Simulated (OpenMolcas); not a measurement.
A calculation on W III.

```
Program             : OpenMolcas
Method              : MS-CASPT2, IPEA 0.25 Eh, imaginary shift 0.1 Eh (closed shells correlated: 5s 5p)
Basis               : ANO-RCC-VQZP [9s8p6d4f3g2h]
Scalar Hamiltonian  : DKH2, point nucleus
Active space        : 4 electrons in 6 orbitals (5d 6s)
State averaging     : 2S+1 = 5 even, 15 roots; 2S+1 = 3 even, 105 roots kept (CI in the orbitals of an earlier block, 97 in the spin-orbit step); 2S+1 = 1 even, 104 roots kept (CI in the orbitals of an earlier block, 84 in the spin-orbit step)
Spin-orbit coupling : RASSI with atomic mean-field integrals over the reference wave functions, term energies averaged over their components
```

Question: Which level of the active space comes out lowest?

Answer: 5d⁴ ⁵D₀, with 63 % of that term; it is also the measured ground level.

Question: How high does 5d³ 6s ⁵F₃ lie?

Answer: 1.955 eV above the lowest level.

Question: How high does 5d⁴ ⁵D₂ lie?

Answer: 0.630 eV above the lowest level; measured 0.5531 eV above the ground level, so the calculation is off by +14 %.

Question: How high does 5d³ 6s ⁵F₂ lie?

Answer: 1.642 eV above the lowest level; measured 1.5408 eV above the ground level, so the calculation is off by +7 %.

Question: The level at 1.854 eV has J = 4. What is it made of, and what is its g factor?

Answer: 53 % 5d⁴ ³H₄, 17 % 5d⁴ ³G, 10 % 5d⁴ ⁵D; g = 0.975, against 0.800 from Landé's formula for the pure leading term.

Measured values: NIST levels as listed in McCann et al., Mon. Not. R. Astron. Soc. 538, 537 (2025).

Term energies are means over components that CASPT2 splits; among the terms shown or strongly mixed into the levels shown the widest spread is 690 cm-1 (5d³ 6s ⁵F). Blocks of more than 70 roots (2S+1 = 3 even, 1 even) ran without multistate coupling. Some high roots are left out of the spin-orbit mixing, which shifts the levels that they would mix with. Terms from blocks run as CI alone lack orbitals of their own. Configurations are named by rounded mean occupations; where the s occupation lies near a half they are strongly mixed, a name can repeat and a true partner stay unpaired. A single d shell beside an s shell can misplace configurations of different d count against each other. Measured partners are found by configuration, term and J. A level has none where our copy of the source lacks it or the pairing is in doubt (some pairs that miss far off the trend of their configuration count as doubtful), and it then counts in no deviation. Only configurations of the active space appear.
